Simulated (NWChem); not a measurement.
Relativistic effects in CH4BIO

```
O
B 1 1.3289
C 1 1.4111 2 123.27
H 3 1.0998 1 108.90 2 120.90
H 3 1.0998 4 108.56 1 -118.42
H 3 1.1015 4 109.38 5 -119.29
H 2 1.2080 1 123.33 3 0.00
I 2 2.1402 7 118.28 1 180.00
```
Charge 0, spin multiplicity 1.

The numbers come from NWChem runs, not from measurements. The geometry was optimised at PBE0/def2-SVP with def2 effective core potentials on I, held to Cs symmetry and with no frequency check, so it may be a saddle point. It is one conformer; others weren't searched.

Functional B3LYP, all-electron basis x2c-SVPall-2c, contracted for the X2C Hamiltonian and used here with ZORA. The ion keeps the geometry and has multiplicity 2 in the scalar run; the spin-orbit run starts from the same electron counts.

Relative cost: rough, from shared machines, SCF included, scalar ZORA = 1.

B3LYP has NWChem's definition, with VWN1-RPA local correlation. The structure started from a generated list of species. The stability of the SCF solutions was not checked.

| Hamiltonian | ΔSCF ionisation energy (eV) | HOMO (eV) | LUMO (eV) | gap (eV) | relative cost |
|---|---|---|---|---|---|
| scalar ZORA | 9.62 | -6.87 | -0.64 | 6.23 | 1 |
| spin-orbit ZORA | (withheld) | (withheld) | (withheld) | (withheld) | under 3 |

Task: Fill in the missing entries.

Result: 
- spin-orbit ZORA, ΔSCF ionisation energy (eV): 9.37
- spin-orbit ZORA, HOMO (eV): -6.68
- spin-orbit ZORA, LUMO (eV): -0.63
- spin-orbit ZORA, gap (eV): 6.04
